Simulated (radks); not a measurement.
Values are calculated unless marked as measured or tabulated.
Task: These are the eigenvalues of the occupied orbitals of an atom or ion with whole-number occupations (eV). Code: a radial shooting solver on a logarithmic mesh with Libxc functionals. Model: scalar-relativistic Kohn-Sham, revPBE, spin-polarised, spherical densities, finite nucleus; Fermi nuclear charge, rms radius of each element as measured or else 0.836 A^(1/3) + 0.57 fm.

| orbital | eigenvalue |
|---|---|
| 1s down | -4413.439 |
| 1s up | -4413.429 |
| 2s up | -489.9330 |
| 2s down | -489.6942 |
| 2p up | -403.7005 |
| 2p down | -403.5171 |
| 3s up | -70.8206 |
| 3s down | -69.9100 |
| 3p up | -49.3340 |
| 3p down | -48.4131 |
| 3d up | -18.2167 |

Which element is it, and in what charge state? The configuration may be excited. Open shells, if any, are filled with parallel spins first.

Result: Z = 21, scandium, charge +2: Sc2+ in [Ar] 3d1. The list shows which subshells hold electrons but not how many an open one holds; the 1s level, -162.19 hartree, gives Z - s = 18.0 by -(Z - s)^2/2, which with screening and relativity narrows Z to a few neighbours, and the depths of the outer levels then fix element, charge and occupations together.
